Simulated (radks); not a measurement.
Q: Rb3+, 34 electrons, occupied as [Ar] 3d10 4s2 4p4. All-electron calculation, Dirac Kohn-Sham, PBE, spin-unpolarised, spherical densities, point nucleus; open shells are shared between the two j in proportion to 2j + 1. Program: a radial shooting solver on a logarithmic mesh with Libxc functionals.

Spin-orbit splittings of the eigenvalues, e(l+1/2) - e(l-1/2), with zeta = 2 splitting/(2l+1) and mean radii in bohr:

| shell | occ. | splitting (eV) | zeta (eV) | <r> j=l-1/2 | <r> j=l+1/2 |
|---|---|---|---|---|---|
| 2p | 6 | 60.80 | 40.53 | 0.1523 | 0.1563 |
| 3p | 6 | 9.144 | 6.096 | 0.5112 | 0.5216 |
| 3d | 10 | 1.556 | 0.6224 | 0.5216 | 0.5253 |
| 4p | 4 | ? | ? | 1.555 | 1.582 |

Estimate the 4p splitting.

A: 1.078 eV (zeta = 0.7186 eV).
